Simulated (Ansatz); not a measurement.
```
atom    x (Å)    y (Å)   z (Å)
   H   1.2650   0.0000  0.0000
   H   0.6325   1.0955  0.0000
   H  -0.6325   1.0955  0.0000
   H  -1.2650   0.0000  0.0000
   H  -0.6325  -1.0955  0.0000
   H   0.6325  -1.0955  0.0000
```

Basis set: def2-SVP (spherical functions). All electrons are correlated. Charge 0, multiplicity 1.

Computed with Ansatz (development build ahead of 0.2.0); each method stands on the lowest determinant of its kind that the runs found. Restricted open shells among the atoms or ions are ROHF, correlated in semicanonical orbitals with singles.

(1) Give the atomization energy at this shape (free ground-state atoms in the same class of orbitals less the molecule, no zero-point energy) of singlet H6 by RHF-MP2, RHF.

Results:

(1)

```
 method  atomization energy
RHF-MP2     178.25 kcal/mol
    RHF     109.63 kcal/mol
```

Caution: stretched shape with no unrestricted run beside it, a lower state can exist. Caution for RHF-MP2: bonds are stretched, where a single reference can fail.
